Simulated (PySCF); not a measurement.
## Electron correlation in Cl²⁺ (chlorine, charge +2)

[Ne] 3s1 3p3 3d1, high-spin 6D determinant (an excited configuration). All numbers are calculated (PySCF 2.14, no relativity, point nucleus, in aug-cc-pV(Q+d)Z (7s6p5d3f2g, 89 functions)). Frozen: [Ne]; 5 electrons correlated.

```
  level  correlation energy (mhartree)
   CCSD                         -43.35
    (T)                          -0.49
CCSD(T)                         -43.84
```

Diagnostics: T1 = 0.0027, D1 = 0.0052, largest double amplitude 0.039.

Question: Is a single reference adequate?

Answer: Yes: T1 lies below 0.03 and no double amplitude reaches 0.07.
